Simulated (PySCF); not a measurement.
Vertical excitations of a molecule C4H3FOS from PySCF 2.14.0 with TDDFT-PBE/def2-SVPD, as energy in eV (oscillator strength): 4.01 (0.000), 4.92 (0.001), 5.14 (0.082), 5.26 (0.000), 5.59 (0.051), 5.75 (0.000), 6.13 (0.000), 6.17 (0.005), 6.55 (0.004), 6.62 (0.099). Lowest triplet (TDA): 3.57 eV. Coordinates come from a ωB97X-D3(BJ)/def2-SVP optimisation. Other conformers were not sampled.

### Question
Which molecule gave these data?
A) Fc1cocc1S
B) Fc1ccoc1S
C) Oc1cc(F)cs1
D) Oc1ccsc1F

### Answer
C, Oc1cc(F)cs1
